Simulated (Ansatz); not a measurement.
This geometry of CH5FGe + H2S (11 atoms, charge 0, multiplicity 1) is a first-order saddle point.

Method: RKS PBE-D4/def2-SVP in Ansatz.

```xyz
11
Properties=species:S:1:pos:R:3
Ge -0.105 -0.159 -0.758
F 1.645 0.984 -0.497
H 0.747 -0.701 -1.949
H -1.476 0.219 -1.399
C -0.134 -1.457 0.701
H 1.018 1.626 0.214
S -0.466 1.882 0.878
H -0.978 -1.259 1.387
H 0.818 -1.384 1.262
H -0.215 -2.479 0.279
H -0.854 2.727 -0.118
```

**Question.** Which two structures does it join? (They come from a converged band through this point; their orientation in space is the band's.)

**Answer.** Bonds broken: Ge1–F2, H6–S7. Bonds formed: Ge1–S7, F2–H6. CH5FGe + H2S becomes CH6GeS + FH.

First end point:

```xyz
11
Properties=species:S:1:pos:R:3
Ge 0.255 -0.549 -1.094
F 1.416 0.778 -0.813
H 0.970 -1.468 -2.121
H -0.998 0.126 -1.713
C -0.072 -1.403 0.626
H 0.541 2.006 0.556
S -0.472 2.411 1.380
H -0.513 -0.660 1.318
H 0.878 -1.785 1.047
H -0.774 -2.251 0.496
H -1.230 2.796 0.317
```

Last end point:

```xyz
11
Properties=species:S:1:pos:R:3
Ge -0.639 -0.118 -0.747
F 2.185 0.856 0.540
H 0.369 0.011 -1.916
H -2.066 -0.387 -1.302
C -0.090 -1.393 0.626
H 1.378 1.369 0.602
S -0.682 1.897 0.342
H -0.839 -1.433 1.439
H 0.884 -1.039 1.015
H 0.023 -2.403 0.188
H -0.524 2.642 -0.788
```

**Question.** How far does it lie above each of them?

**Answer.** 97.6 kJ/mol above the first and 96.2 kJ/mol above the second. This is the barrier of this one path; another mechanism may lie lower. The orbitals stay closed-shell, which can raise the energy where a bond breaks towards radicals; this wasn't checked here.

The run took 2.8 min on 2 threads of Intel(R) Xeon(R) Platinum 8488C (Sapphire Rapids) (shared host), peak memory 0.18 GiB.
